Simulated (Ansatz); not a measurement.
Abridged output of a molecular run in Ansatz:

```
Functional definition: HF
1698 factors; integrals over basis functions are off by at most 9.9e-4 eV
mean field evaluation 1: about -16860.6868 eV, gradient 4.2e1 eV
mean field evaluation 2: about -16860.8952 eV, gradient 4.2e1 eV
mean field evaluation 4: about -16864.8264 eV, gradient 4.1e0 eV
mean field evaluation 8: about -16864.8945 eV, gradient 2.2e-1 eV
mean field -16864.89474493 eV, -619.7734504401 hartree, gradient 7.9e-6 eV, S^2 0.000000; 0 other end points of the search recorded, 0 dependent functions left out
11 core orbitals not correlated: weight in the atoms' cores, before any rotation towards them, 1.000 or more for the frozen orbitals, at most 0.000 for the correlated occupied ones
reference -16864.89474493 eV, -619.7734504401 hartree; 18, 18 occupied and 237, 237 virtual orbitals, 1698 factors
second order -24.06549172 eV of doubles, -0.00000000 eV of singles
cycle   1  -24.41104147 eV  change   -3.5e-1 eV  update   1.1e-1
cycle   2  -25.04033981 eV  change   -6.3e-1 eV  update   3.2e-2
cycle   3  -25.14756925 eV  change   -1.1e-1 eV  update   1.6e-2
cycle   4  -25.13702773 eV  change    1.1e-2 eV  update   4.2e-3
cycle   5  -25.13380559 eV  change    3.2e-3 eV  update   1.7e-3
cycle   6  -25.13404222 eV  change   -2.4e-4 eV  update   4.8e-4
cycle   7  -25.13381084 eV  change    2.3e-4 eV  update   1.8e-4
cycle   8  -25.13374650 eV  change    6.4e-5 eV  update   5.3e-5
cycle   9  -25.13376487 eV  change   -1.8e-5 eV  update   2.1e-5
perturbative correction -0.82203968 eV, -0.0302094009 hartree
Total energy: -16890.85054948 eV, -620.7273086638 hartree
```

Its atoms:

```xyz
12

C    -1.068   -0.699    1.296
Si   -0.564    0.624    0.079
O     0.016    1.980    0.831
Sn    1.180   -0.319   -1.569
H    -0.213   -1.076    1.863
H    -1.519   -1.545    0.769
H    -1.803   -0.305    2.004
H    -1.755    1.095   -0.673
H     0.863    1.918    1.273
H     1.472    0.723   -2.892
H     0.708   -1.837   -2.204
H     2.682   -0.558   -0.777
```

Which basis set was used?
A. def2-TZVPPD
B. def2-SVPD
C. def2-SVP
D. def2-TZVPP

D. It gives 266 functions.

Write the keys of the input that set method, charge and spin (a neutral closed shell needs none for the last two).


```yaml
correlation: {method: ccsd_t}
```
